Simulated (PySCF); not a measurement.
# Relaxation of singlet [PSe2]+

All numbers come from PySCF, PBE0, basis P def2-TZVP, Se def2-TZVP (no relativity, density fitting). A (50,194) grid was used.

A hand-made linear start, of D∞h symmetry, held to at least that symmetry:

```xyz
3
charge 1 multiplicity 1, angstrom
P     0.0000    0.0000    0.0000
Se    0.0000    0.0000    2.0482
Se    0.0000    0.0000   -2.0482
```

(1) What forces act on the atoms at the start (eV/Å)?

(2) What does it relax to?

(3) How much energy is released, and in how many steps?

Results:

(1) 
```tsv
atom	Fx	Fy	Fz
P1	0.00	0.00	0.00
Se2	0.00	0.00	-1.89
Se3	0.00	0.00	1.89
```

(2) It ends at D∞h with P–Se 1.979 Å (×2); Se–P–Se 180.0°. A frequency run shows a minimum. Other isomers or separated fragments may lie lower.

(3) 13.4 kJ/mol in 3 steps.

The relaxation took of the order of 30 core-seconds on a shared host.
